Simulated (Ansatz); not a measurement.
Ge₂Te, relaxed as a singlet with RKS PBE0-D4/def2-TZVP in Ansatz, starting from the GFN2-xTB geometry. Force threshold 0.02 eV/Å.

In the def2 sets Te takes a core potential; there is no spin–orbit coupling. The structure comes from a short search, and lower isomers may exist.

Start:

Cartesian coordinates in Å:
```
Ge -0.524 0.982 -0.910
Ge -0.921 -0.927 0.600
Te 1.444 -0.055 0.310
```

Problem. Estimate the energy that the relaxation releases and the steps that it takes.

Solution. 0.7 kcal/mol, in 4 steps; 5.5 s on 4 threads of Intel Xeon Platinum 8488C on a shared host. No frequencies were taken in this run, so the end may be a saddle point.

Problem. Does the start keep its bonding and symmetry?

Solution. By distances, no bond broke or formed. The bond that changes most is Ge1–Ge2, from 2.47 to 2.55 Å (atoms count from 1). Point group C2v at the start, C2v at the end, both within 0.05 Å.

Problem. Predict the relaxed structure.

Solution. 
```
atom   x (Å)   y (Å)   z (Å)
 Ge1  -0.515   1.014  -0.935
 Ge2  -0.926  -0.959   0.626
 Te3   1.440  -0.055   0.309
```
Bond lengths: 2 × Ge–Te 2.55 Å; 1 × Ge–Ge 2.55 Å.
